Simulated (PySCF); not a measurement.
The first ionisation energy along group 11

All values are computed (PySCF 2.14, energy differences of UHF-based or UKS calculations, no spin-orbit coupling). Values in eV. The last column holds reference values (NIST; (s) semi-empirical, (t) theoretical, else measured). Unmarked ones compare directly (S terms, centres of terms, or small fine structure); those marked * lie between the lowest fine-structure levels and include a spin-orbit shift.

```tsv
element	configurations	CCSD (valence and next inner shell)	LDA	PBE0	r2SCAN	MP2 (valence)	CCSD (valence)	reference
Cu (def2-TZVPPD, non-relativistic)	[Ar] 3d10 4s1 → [Ar] 3d10	7.181	8.405	7.771	8.039	7.292	7.167	7.726
Ag (def2-TZVPPD with the def2 core potential (28 electrons), ECP)	[Kr] 4d10 5s1 → [Kr] 4d10	7.264	8.329	7.674	7.871	7.310	7.185	7.576
Au (def2-TZVPPD with the def2 core potential (60 electrons), ECP)	[Xe] 4f14 5d10 6s1 → [Xe] 4f14 5d10	8.931	9.889	9.214	9.484	9.067	8.838	9.226
```

Problem. Which of these methods has the smallest mean absolute error against the measured values here?

Solution. PBE0, with 0.051 eV.

```json
{"method": "CCSD (valence and next inner shell)", "elements": "3", "mean error (eV)": "-0.384", "mean absolute error (eV)": "0.384", "largest error (eV)": "-0.545"}
{"method": "LDA", "elements": "3", "mean error (eV)": "0.698", "mean absolute error (eV)": "0.698", "largest error (eV)": "0.753"}
{"method": "PBE0", "elements": "3", "mean error (eV)": "0.044", "mean absolute error (eV)": "0.051", "largest error (eV)": "0.098"}
{"method": "r2SCAN", "elements": "3", "mean error (eV)": "0.288", "mean absolute error (eV)": "0.288", "largest error (eV)": "0.313"}
{"method": "MP2 (valence)", "elements": "3", "mean error (eV)": "-0.286", "mean absolute error (eV)": "0.286", "largest error (eV)": "-0.434"}
{"method": "CCSD (valence)", "elements": "3", "mean error (eV)": "-0.446", "mean absolute error (eV)": "0.446", "largest error (eV)": "-0.560"}
```

Errors include the incompleteness of the basis and the frozen core.

"Valence" correlates the outer s and p shells and, in groups 3 to 12 and the f block, the outer d or f shell, open or full, or the next shell where the ion has no valence electron left; the wider scheme adds the next inner shell.
